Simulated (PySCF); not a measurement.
# Polarisability and C₆ of Sb (antimony, neutral)

[Kr] 4d10 5s2 5p3, high-spin 4S determinant. Computed with PySCF 2.14 in aug-cc-pVTZ-PP with one added diffuse shell each of d, f type with ECP28MDF (6s5p5d3f, 67 functions), with scalar relativity through the core potential. Coupled (time-dependent) response in atomic units; α is the mean over directions.

```tsv
method	mean α (bohr³)	C₆ (like pair)	S(−4)
UHF	44.29	482.3	505.3
PBE	48.10	523.3	703.6
PBE0	45.81	496.0	594.3
BLYP	48.80	528.9	751.0
wB97M-V	45.19	477.1	608.4
```

S(−4) is the Cauchy moment in α(ω) = α(0) + S(−4) ω² + …

Reference α: 43 ± 2 bohr³ (recommended; Schwerdtfeger and Nagle, table of static dipole polarizabilities (2023 update)). Published C₆: 492.0 (Chu and Dalgarno (2004); Tang, Norbeck and Certain (1976)).

α(iu) at wB97M-V:

```tsv
u (hartree)	α(iu) (bohr³)
0	45.19
0.0500	43.74
0.100	40.04
0.200	30.72
0.300	22.90
0.500	13.40
0.750	7.882
1.00	5.229
1.50	2.864
2.00	1.844
3.00	0.9630
5.00	0.3973
```

A single London oscillator, α(iu) = α/(1 + u²/ω²), gives C₆ = (3/4) ω α². Matching the computed C₆ needs ω = 4 × 477.1 / (3 × 45.19²) = 0.312 hartree.

Energies and moments cover only the electrons outside the core potential.
